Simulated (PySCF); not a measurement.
Hf(Cl)3(SH) (Cl₃HHfS), SMILES [SH][Hf]([Cl])([Cl])[Cl], multiplicity 1. Coordinates come from a PBE0-D3(BJ)/def2-SVP optimisation. The spin state was assumed, not searched. The structure was generated by enumeration; whether it is a known compound was not checked. The def2 effective core potentials stand for the cores of Hf; spin–orbit coupling is left out. Other conformers were not sampled.

Task: Give the equilibrium geometry at PBE0-D3(BJ)/def2-SVP (PySCF confirms it by a frequency run) as bond lengths and angles, and its point group. (Estimate from the structure and the level; the computed values follow.)

Result: One answer among several that fit: point group Cs.
Atoms: Hf1 Cl2 Cl3 Cl4 S5 H6. Bonded distances (Å): Hf1–Cl2 2.334, Hf1–Cl3 2.334, Hf1–Cl4 2.327, Hf1–S5 2.415, S5–H6 1.356. Bond angles (°): Cl2–Hf1–Cl3 108.6, Cl2–Hf1–Cl4 112.7, Cl2–Hf1–S5 108.5, Cl3–Hf1–Cl4 112.7, Cl3–Hf1–S5 108.5, Cl4–Hf1–S5 105.6, Hf1–S5–H6 92.1.
Charge 0, spin multiplicity 1.
